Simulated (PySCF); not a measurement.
Below is a simulated gas-phase Si 2p photoelectron spectrum of `C(/[SiH3])=C/[SiH3]`.

Every computed line was given a Gaussian of 0.8 eV full width at half maximum and an area set by the number of equivalent atoms (split 2:1 within a doublet); the highest printed point is 100. Level of theory: delta-SCF UKS SCAN, pcX-2 on the ionised atom, pcseg-1 elsewhere, spin-free X2C (PySCF 2.14.0).

binding energy (eV), intensity and a bar:
```
    105.6          0 
    105.7          1 
    105.8          2 #
    105.9          4 #
    106.0          9 ###
    106.1         16 #####
    106.2         26 ########
    106.3         40 ############
    106.4         56 #################
    106.5         73 ######################
    106.6         87 ##########################
    106.7         96 #############################
    106.8        100 ##############################
    106.9         98 #############################
    107.0         92 ############################
    107.1         84 #########################
    107.2         75 #######################
    107.3         67 ####################
    107.4         58 #################
    107.5         48 ##############
    107.6         38 ###########
    107.7         29 #########
    107.8         20 ######
    107.9         13 ####
    108.0          8 ##
    108.1          4 #
    108.2          2 #
    108.3          1 
    108.4          0 
    108.5          0
```

Q: How many maxima does the curve show, and how many computed lines lie under it?

A: The curve has 1 maximum (at 106.8 eV). Under it lie 2 lines from 1 inequivalent silicon site, drawn as a 2p3/2, 2p1/2 pair. At this width some lines have no maximum of their own.

Q: Decompose the envelope and assign each component. Numbering: `[SiH3:1]/[CH:2]=[CH:3]\[SiH3:4]`.

A: 
```csv
position (eV),relative area,line,atoms,environment
106.73,1.33,Si 2p3/2,Si1/Si4,SiH3 silicon
107.36,0.67,Si 2p1/2,Si1/Si4,SiH3 silicon
```

Q: What are the centre and the root-mean-square width of the whole band?

A: The area-weighted mean of the lines is 106.94 eV. Their own spread about it is 0.29 eV (rms) and each Gaussian has σ = 0.8/2.355 = 0.34 eV; the variances add, which gives 0.45 eV.

Shake-up satellites, vibrational structure and lifetime widths aren't simulated. One atom of each set of topologically equivalent atoms was ionised and stands for the set; in this conformer not all members are related by symmetry, and their own values weren't computed. 2p3/2 and 2p1/2 are the ΔSCF energy of one spin-free 2p hole plus the eigenvalues of a spin–orbit and ligand-field matrix of the shell. 2p1/2 minus 2p3/2 (ligand field included): Si 0.62 eV. Isolated species at its PBE0-D3(BJ)/def2-SVP geometry, gas phase.
